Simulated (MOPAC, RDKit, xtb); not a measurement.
Torsional profile of C5H4O2S, SMILES s1c(ccc1O)C=O. Scanned: dihedral S8–C6–O7–H12; all other coordinates were relaxed at GFN2-xTB. Points at φ and −φ are mirror images. Heavy atoms are numbered in the order of the SMILES O=Cc1ccc(O)s1, hydrogens after them in the order of the atoms that carry them; the mirror image has the same energies with the sign of each dihedral reversed.

Methods: MMFF94 // GFN2-xTB (RDKit); GFN1-xTB // GFN2-xTB (xtb); PM7, restricted, heats of formation // GFN2-xTB (MOPAC).

Energies in eV, each method relative to its own lowest point.

```
φ / °  MMFF94  GFN1-xTB    PM7
-----  ------  --------  -----
-150    0.135     0.069  0.037
-120    0.276     0.138  0.112
-90     0.347     0.159  0.155
-60     0.250     0.105  0.146
-30     0.080     0.031  0.129
0       0.000     0.000  0.125
30      0.080     0.031  0.129
60      0.250     0.105  0.146
90      0.347     0.159  0.155
120     0.276     0.138  0.112
150     0.135     0.069  0.037
180     0.070     0.032  0.000
```
